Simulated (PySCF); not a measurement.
MoO2Br (doublet). Method: PySCF, UPBE0, basis Mo def2-TZVP with ECP28, O def2-TZVP, Br def2-TZVP (scalar-relativistic core potentials, no spin–orbit coupling, density fitting).

Harmonic bands of its minimum:

```csv
ω (cm⁻¹),IR (km/mol)
117,19.7
150,2.2
266,16.6
382,18.9
1016,225
1064,114
```

Task: The central atom is Mo. Infer the point group and assign the bands.

Result: Cs. The modes span 4a' + 2a'': 117 a', 150 a'', 266 a', 382 a', 1016 a'', 1064 a'. The computed geometry has Mo–Br 2.405 Å, Mo–O 1.673 Å (×2); Br–Mo–O 118.1° (×2), O–Mo–O 111.3°.

This need not be the most stable arrangement of these atoms. Open d and f shells are described by one determinant, and the ground state may have another occupation or spin.
